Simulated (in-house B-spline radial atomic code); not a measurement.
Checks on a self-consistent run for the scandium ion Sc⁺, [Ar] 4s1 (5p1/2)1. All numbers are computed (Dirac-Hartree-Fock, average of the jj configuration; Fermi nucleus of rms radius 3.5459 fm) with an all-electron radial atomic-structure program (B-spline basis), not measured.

| orbital | q | ε (Eh) | <1/r> | <r²> | small-component weight |
| --- | --- | --- | --- | --- | --- |
| 1s1/2 | 2 | -167.54895 | 20.7765 | 0.00716344 | 0.0056485 |
| 2s1/2 | 2 | -19.96199 | 4.34069 | 0.137079 | 0.00098043 |
| 2p1/2 | 2 | -16.49626 | 4.24315 | 0.114236 | 0.00094703 |
| 2p3/2 | 4 | -16.32096 | 4.19543 | 0.115995 | 0.00093813 |
| 3s1/2 | 2 | -3.23937 | 1.31231 | 1.28398 | 0.0001931 |
| 3p1/2 | 2 | -2.21761 | 1.19055 | 1.50713 | 0.00016489 |
| 3p3/2 | 4 | -2.19513 | 1.18078 | 1.52679 | 0.00016317 |
| 4s1/2 | 1 | -0.63678 | 0.423348 | 10.3494 | 3.0419e-05 |
| 5p1/2 | 1 | -0.17189 | 0.154031 | 79.869 | 6.4235e-06 |

Electron-electron repulsion V_ee = 268.9993 hartree.

What total energy follows from the eigenvalues?

The eigenvalues count the repulsion twice, so E = Σqε - V_ee = -493.801 - 268.999 = -762.801 hartree; the run printed -762.801.

Does the Dirac virial theorem hold?

For a point nucleus E = -2c²Σq·w, with w the small-component weight. Here Σq·w = 0.02031 and c = 137.0360, so the ratio E/(-2c²Σq·w) is 1.000004; the finite nucleus accounts for the departure from 1.

What diamagnetic shielding (Lamb formula) and susceptibility (Langevin formula) do the radii give?

σ = (α²/3)Σq<1/r> = 85.8087/(3·137.036²) = 1523.1 ppm, and χ = -0.79199×10⁻⁶·Σq<r²> = -81.49×10⁻⁶ cm³/mol with Σq<r²> = 102.89 bohr². Both are non-relativistic formulas without the paramagnetism of open shells.
